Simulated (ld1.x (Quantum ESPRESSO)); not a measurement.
## Ca PAW: all-electron and pseudo phase curves

* Element: Ca (Z = 20)
* Generator: ld1.x (Quantum ESPRESSO) 7.5
* Type: PAW
* Functional: LDA (PZ)
* Relativity: scalar-relativistic
* Frozen core: [Ne]
* Valence charge: 10
* Reference configuration: 3s2 3p6 3d0 4s1 4p1
* Partial waves: 3s (bound): rcut 1.50, rcutus 1.70 bohr; 4s (bound): rcut 1.50, rcutus 1.70 bohr; 3p (bound): rcut 2.00, rcutus 2.35 bohr; 4p (bound): rcut 2.00, rcutus 2.35 bohr; 3d (bound, empty): rcut 2.90, rcutus 3.45 bohr; 3d channel at 2.3 Ry: rcut 2.90, rcutus 3.45 bohr
* Local potential: all-electron potential smoothed inside 2.50 bohr (lloc = -1)
* Core correction: a·sin(br)/r model core inside 1.60 bohr
* Augmentation charge: BESSEL, radius 1.65 bohr

The phase is arctan(r·u′/u) with u = r·R(r), unwrapped; energies in Ry, scanned from -6 to 5 Ry. A pole is an energy at which the radial function vanishes at the test radius. The pseudo phase is shifted by a multiple of π to meet the all-electron one at the reference energy, and phase errors are pseudo minus all-electron; the curves can meet again beyond the range given. Levels narrower than the energy grid can be missing from the lists of poles.

```json
{"channel": "s", "radius (bohr)": "3.75", "reference energy (Ry)": "-0.33", "poles, all-electron": "0.49, 4.44", "poles, pseudo": "0.49, 4.43", "unbroken range about the reference energy with phases within 0.05 rad": "the whole range", "phase error 1 Ry above the reference energy (rad)": "+0.000"}
{"channel": "p", "radius (bohr)": "3.75", "reference energy (Ry)": "-0.15", "poles, all-electron": "-2.14, 1.05", "poles, pseudo": "-2.14, 1.04, 4.52", "unbroken range about the reference energy with phases within 0.05 rad": "below 2.2", "phase error 1 Ry above the reference energy (rad)": "-0.002"}
{"channel": "d", "radius (bohr)": "3.75", "reference energy (Ry)": "-0.24", "poles, all-electron": "-0.12, 2.06", "poles, pseudo": "-0.11, 2.06", "unbroken range about the reference energy with phases within 0.05 rad": "below 0.3", "phase error 1 Ry above the reference energy (rad)": "+0.326"}
```

Phases in the s channel:

| E (Ry) | all-electron | pseudo |
| --- | --- | --- |
| -6.00 | 1.456 | 1.456 |
| -5.48 | 1.451 | 1.451 |
| -4.96 | 1.444 | 1.444 |
| -4.44 | 1.435 | 1.435 |
| -3.92 | 1.424 | 1.424 |
| -3.40 | 1.416 | 1.416 |
| -2.88 | 1.396 | 1.396 |
| -2.36 | 1.371 | 1.371 |
| -1.84 | 1.332 | 1.332 |
| -1.32 | 1.256 | 1.256 |
| -0.80 | 1.026 | 1.026 |
| -0.28 | -0.723 | -0.723 |
| 0.24 | -1.480 | -1.480 |
| 0.76 | -1.638 | -1.638 |
| 1.28 | -1.760 | -1.760 |
| 1.80 | -2.018 | -2.018 |
| 2.32 | -3.586 | -3.586 |
| 2.84 | -4.437 | -4.437 |
| 3.36 | -4.595 | -4.595 |
| 3.88 | -4.664 | -4.665 |
| 4.40 | -4.710 | -4.710 |
| 4.92 | -4.748 | -4.748 |
